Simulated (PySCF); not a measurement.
Two-component Hartree-Fock for I³⁵⁺ (iodine, charge +35)

Start: [Ar]. Calculated with PySCF 2.14 in an even-tempered Gaussian basis (18 s from 2.2 bohr⁻², ratio 2.6; 14 p from 2.9 bohr⁻², ratio 2.6; 6 d from 3 bohr⁻², ratio 2.8; 3 f from 52 bohr⁻², ratio 2.8): generalised Hartree-Fock with the X2C-1e Hamiltonian and a Gaussian nucleus; spin-orbit coupling (SO) screened by Boettger's factors.

```tsv
spinor shell	electrons	ε, screened SO (eV)	weight of nominal j (screened SO)	rms radius, screened SO (bohr)
1s1/2	2	-35221.8	1.000	0.0311
2s1/2	2	-7085.6	1.000	0.125
2p1/2	2	-6763.8	1.000	0.108
2p3/2	4	-6457.0	1.000	0.113
3s1/2	2	-2635.8	1.000	0.306
3p1/2	2	-2505.2	1.000	0.295
3p3/2	4	-2432.4	1.000	0.304
```

```
   quantity  screened SO
E (hartree)  -6163.30065
        M_J            0
       ⟨J²⟩        0.000
       ⟨L²⟩        0.013
       ⟨S²⟩        0.013
```

Breit and QED terms are absent; they matter most for the inner s and p1/2 levels.

Densities and radii are taken from the X2C orbitals without a picture-change correction, which distorts them close to the nucleus.
